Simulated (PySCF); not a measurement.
Gas-phase reaction: 2 GaI + 3 Br2 = 2 GaBr3 + I2

Method: PySCF energies (xtb for GFN2) plus ideal-gas RRHO corrections (1 bar). † marks an energy on the PBE0/def2-TZVP geometry and frequencies; other levels use their own. CCSD(T) freezes the core. All species are closed-shell singlets. B3LYP is the form with VWN-RPA correlation. I: scalar-relativistic def2 core potential, no spin-orbit coupling. Br, Ga: all electrons, no relativistic terms. CCSD(T) isn't extrapolated to the basis-set limit; its ΔH°(298 K) is -781.2 kJ in def2-SVP and -779.0 kJ in def2-TZVPP. The harmonic model lacks anharmonicity and excited electronic states, which grow with temperature; levels with a mode under 35 cm⁻¹ are left out. Soft modes under 120 cm⁻¹ make the harmonic entropy rough for GaBr3.

```json
[
 {"level": "B3LYP/def2-TZVP†", "ΔE electronic, kJ": "-661", "ΔH°(298 K), kJ": "-655", "ΔS°(298 K), J/K": "-274", "ΔG°(1400 K), kJ": "-287"},
 {"level": "CCSD(T)/def2-SVP†", "ΔE electronic, kJ": "-787", "ΔH°(298 K), kJ": "-781", "ΔS°(298 K), J/K": "-274", "ΔG°(1400 K), kJ": "-414"},
 {"level": "CCSD(T)/def2-TZVPP†", "ΔE electronic, kJ": "-785", "ΔH°(298 K), kJ": "-779", "ΔS°(298 K), J/K": "-274", "ΔG°(1400 K), kJ": "-412"},
 {"level": "GFN2-xTB", "ΔE electronic, kJ": "-549", "ΔH°(298 K), kJ": "-543", "ΔS°(298 K), J/K": "-263", "ΔG°(1400 K), kJ": "-190"},
 {"level": "PBE0/def2-QZVP†", "ΔE electronic, kJ": "-727", "ΔH°(298 K), kJ": "-721", "ΔS°(298 K), J/K": "-274", "ΔG°(1400 K), kJ": "-354"},
 {"level": "PBE0/def2-SVP†", "ΔE electronic, kJ": "-753", "ΔH°(298 K), kJ": "-747", "ΔS°(298 K), J/K": "-274", "ΔG°(1400 K), kJ": "-380"},
 {"level": "PBE0/def2-TZVP", "ΔE electronic, kJ": "-736", "ΔH°(298 K), kJ": "-730", "ΔS°(298 K), J/K": "-274", "ΔG°(1400 K), kJ": "-362"},
 {"level": "ωB97M-V/def2-TZVP†", "ΔE electronic, kJ": "-737", "ΔH°(298 K), kJ": "-731", "ΔS°(298 K), J/K": "-274", "ΔG°(1400 K), kJ": "-363"}
]
```
ΔH° is lowest at CCSD(T)/def2-SVP† and highest at GFN2-xTB. No reference value is set beside these.
